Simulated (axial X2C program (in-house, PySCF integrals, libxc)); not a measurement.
Results of a calculation; reference values are marked as such.
**IrSH⁺: input and output of an open-shell CI run**

Program: an axial X2C code built on PySCF integrals.

Input and command:
```json
{"zs": [77, 16, 1], "q": 1, "bas": ["dyall-v2z", "dyall-v2z", "dyall-v2z"], "r0": 2.25, "metal": 0, "shells": [[2, [0, 1, 2], 7], [0, [0], 0], [1, [1], 0]], "fix": 0, "emax": 3.2, "nroots": 4, "r2": 1.34}
```
```bash
python soci.py task.json out
```

Keys: zs atomic numbers; q charge; bas basis sets; r0 starting distance in Å; metal index of the metal atom; shells open shells as [l, |m| values, electrons]; fix electron count of the first shell held; emax energy window in eV; nroots roots for each Ω; r2 second bond in Å, held.

Output at Ir–S–H held linear, bonds 2.180 and 1.340 Å (the second held):

```
average of configuration d7 s0 p(π)0
basis functions 174  fitting functions 1041
iter      average energy  largest gradient
   1     -18223.086959794   7.74e+00
   2     -18223.497367650   4.02e-01
   3     -18223.504277256   1.94e-01
   4     -18223.504600391   6.24e-02
   5     -18223.504640829   2.15e-02
   6     -18223.504661370   7.66e-03
   7     -18223.504664285   3.86e-03
   8     -18223.504664674   6.72e-04
   9     -18223.504664735   5.31e-04
  10     -18223.504664757   1.36e-04
  11     -18223.504664759   4.45e-05
  12     -18223.504664760   3.49e-05
  13     -18223.504664760   1.91e-05
converged
CI levels
2*Omega        energy/Eh    cm-1   g(par)  dipole/D  leading shell counts
    7    -18223.60653924        0   9.490    1.175  {'7 0 0': 0.991}
    5    -18223.60447223      454   6.302    0.932  {'7 0 0': 0.989}
    9    -18223.60041403     1344  11.756    0.003  {'7 0 0': 0.994}
    3    -18223.59960010     1523   3.082    0.565  {'7 0 0': 0.986}
    1    -18223.59589156     2337   0.735    0.328  {'7 0 0': 0.984}
    3    -18223.57820663     6218   3.886    1.179  {'7 0 0': 0.971}
    7    -18223.57740595     6394   8.337    0.697  {'7 0 0': 0.99}
    5    -18223.57453686     7024   6.761    0.546  {'7 0 0': 0.986}
    1    -18223.57366647     7215   1.024    0.931  {'7 0 0': 0.978}
    5    -18223.57186004     7611   5.230    0.706  {'7 0 0': 0.986}
    3    -18223.56937428     8157   1.940    0.628  {'7 0 0': 0.984}
    1    -18223.56515807     9082   0.102    0.885  {'7 0 0': 0.976}
    1    -18223.55913110    10405   1.764    1.459  {'7 0 0': 0.952, '6 1 0': 0.045}
    3    -18223.55699289    10874   3.749    1.378  {'7 0 0': 0.96, '6 1 0': 0.036}
    9    -18223.55173705    12028  10.125    1.824  {'7 0 0': 0.985}
    5    -18223.54396871    13733   6.547    1.096  {'7 0 0': 0.958, '6 1 0': 0.036}
    9    -18223.54346403    13843  13.830    4.779  {'6 1 0': 0.996}
    7    -18223.53863106    14904   8.211    0.903  {'7 0 0': 0.883, '6 1 0': 0.112}
    7    -18223.53688046    15288   9.718    4.350  {'6 1 0': 0.891, '7 0 0': 0.106}
   11    -18223.50063731    23243  12.019   -0.316  {'7 0 0': 0.99}
    9    -18223.49160427    25225   8.375   -0.067  {'7 0 0': 0.985}
```

Dipoles in the output refer to the first atom as origin, so for this ion they depend on that choice.

Dynamic correlation is missing, so gaps between terms are too wide and other configurations may lie lower; the lowest level listed is that of this model, not necessarily the ground state. For d shells the ligand-field splittings (σ, π, δ) and their order can be off by a thousand cm⁻¹ or more. At most 4 roots were kept for each Ω > 0 (twice that for Ω = 0) within 3.2 eV of the lowest, so higher up levels can be missing between those listed; levels with Ω > 0 are doubly degenerate and listed once, Ω = 0 levels singly. The open spinors mix strongly with ligand orbitals, which this small active space describes poorly. Some active spinors are only partly of the character that their shell is named for, so the shell names and counts are nominal. States that fill the shells left empty in the average are placed too high. The molecule was held linear; bending was not examined. Hydrosulfides and their kin are strongly bent in nature, so this linear model does not describe the real molecule.
